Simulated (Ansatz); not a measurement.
Relaxation of CH5BClFO (10 atoms, charge 0, multiplicity 1), to a largest force component of 0.03 eV/Å in at most 50 steps.

Level of theory: Ansatz 0.2.0, RKS PBE-D4/def2-mTZVP.

```xyz
10
Properties=species:S:1:pos:R:3:forces:R:3
B 0.041 0.225 0.220 0.02 -0.18 0.41
C 0.017 0.238 1.805 0.05 0.22 -0.38
H -0.937 -0.094 2.237 0.00 -0.01 0.00
H 0.851 -0.341 2.230 0.01 0.00 0.01
H 0.159 1.275 2.155 0.00 0.02 0.01
F 1.187 0.299 -0.456 0.00 0.01 0.02
Cl -1.464 0.401 -0.736 -0.01 0.00 0.00
O -0.058 -2.364 0.473 -0.19 0.41 0.50
H -0.884 -2.503 -0.030 -0.01 -0.01 0.01
H -0.370 -2.001 1.340 0.14 -0.47 -0.58
```

Where does it end, and by what steps?

The forces met the threshold. The force dipped under the threshold on the way, but the program's further checks kept it going. After 31 steps the energy has fallen by 0.257 eV; H10 moved furthest, 1.31 Å. Joined: B1–O8 (2.60 → 1.78 Å).

```
step  energy less start (eV)  largest force component (eV/Å)  accepted
   0                  0.0000                           0.575       yes
   2                 -0.0512                           1.269       yes
   4                 -0.1639                           0.418       yes
   6                 -0.2128                           0.238       yes
   8                 -0.2199                           0.104       yes
  10                 -0.2232                           0.246       yes
  12                 -0.2285                           0.062       yes
  14                 -0.2131                           0.948        no
  16                 -0.2365                           0.307       yes
  18                 -0.2429                           0.130       yes
  20                 -0.2502                           0.128       yes
  22                 -0.2475                           0.307        no
  24                 -0.2553                           0.030       yes
  26                 -0.2559                           0.018       yes
  28                 -0.2563                           0.030       yes
  30                 -0.2565                           0.031       yes
  31                 -0.2566                           0.013       yes
```

```xyz
10
Properties=species:S:1:pos:R:3
B -0.114 -0.216 0.453
C 0.134 0.335 1.907
H -0.683 0.091 2.602
H 1.073 -0.052 2.333
H 0.215 1.433 1.881
F 0.916 -0.171 -0.458
Cl -1.776 0.179 -0.317
O -0.281 -1.985 0.616
H 0.268 -2.334 -0.120
H -1.211 -2.147 0.340
```

Whether the end is a true minimum wasn't checked by a vibrational analysis.

Run time: 55 s on 4 threads of Arm Neoverse V1, on a shared host, peak memory 0.23 GiB.
